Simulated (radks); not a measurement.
Isoelectronic series with 14 electrons, each ion in its NIST ground configuration. Calculated with a radial shooting solver on a logarithmic mesh with Libxc functionals: scalar-relativistic Kohn-Sham, r2SCAN, spin-unpolarised, spherical densities, finite nucleus; meta-GGA in the generalised Kohn-Sham scheme; Fermi nuclear charge, rms radius of each element as measured or else 0.836 A^(1/3) + 0.57 fm. Total energies (hartree) and orbital eigenvalues (eV):

ion,configuration,E (hartree),3p,3s,2p,2s
Mn11+,[Ne] 3s2 3p2,-1109.01866,-295.9892,-330.9165,-930.0127,-1044.885
Fe12+,[Ne] 3s2 3p2,-1210.96092,-341.3087,-378.9695,-1047.539,-1169.693
Co13+,[Ne] 3s2 3p2,-1317.53760,-389.7178,-430.1694,-1172.012,-1301.686
Ni14+,[Ne] 3s2 3p2,-1428.76480,-441.2176,-484.5238,-1303.442,-1440.893
Cu15+,[Ne] 3s2 3p2,-1544.65867,-495.8106,-542.0411,-1441.838,-1587.345
Zn16+,[Ne] 3s2 3p2,-1665.23731,-553.5000,-602.7313,-1587.209,-1741.076
Ga17+,[Ne] 3s2 3p2,-1790.51876,-614.2895,-666.6050,-1739.568,-1902.121
As19+,[Ne] 3s2 3p2,-2055.26820,-745.1870,-803.9507,-2065.302,-2246.313
Se20+,[Ne] 3s2 3p2,-2194.77706,-815.3054,-877.4487,-2238.706,-2429.542
Br21+,[Ne] 3s2 3p2,-2339.07089,-888.5447,-954.1821,-2419.155,-2620.254
Kr22+,[Ne] 3s2 3p2,-2488.17215,-964.9112,-1034.166,-2606.664,-2818.496
Rb23+,[Ne] 3s2 3p2,-2642.10450,-1044.412,-1117.416,-2801.253,-3024.316
Sr24+,[Ne] 3s2 3p2,-2800.89221,-1127.053,-1203.950,-3002.938,-3237.768
Zr26+,[Ne] 3s2 3p2,-3133.13615,-1301.789,-1386.936,-3427.673,-3687.784
Nb27+,[Ne] 3s2 3p2,-3306.64532,-1393.899,-1483.426,-3650.763,-3924.463
Mo28+,[Ne] 3s2 3p2,-3485.11615,-1489.183,-1583.273,-3881.029,-4169.004
Tc29+,[Ne] 3s2 3p2,-3668.58077,-1587.648,-1686.500,-4118.492,-4421.473
Ru30+,[Ne] 3s2 3p2,-3857.06557,-1689.304,-1793.125,-4363.176,-4681.933
Rh31+,[Ne] 3s2 3p2,-4050.60556,-1794.160,-1903.174,-4615.102,-4950.457
Pd32+,[Ne] 3s2 3p2,-4249.23070,-1902.227,-2016.668,-4874.295,-5227.114
Ag33+,[Ne] 3s2 3p2,-4452.97638,-2013.514,-2133.633,-5140.779,-5511.982
Cd34+,[Ne] 3s2 3p2,-4661.87399,-2128.032,-2254.092,-5414.579,-5805.133

Estimate the row of Ge18+ ([Ne] 3s2 3p2).

Answer. E (hartree) -1920.52224; 3p -678.1835; 3s -733.6739; 2p -1898.928; 2s -2070.520.
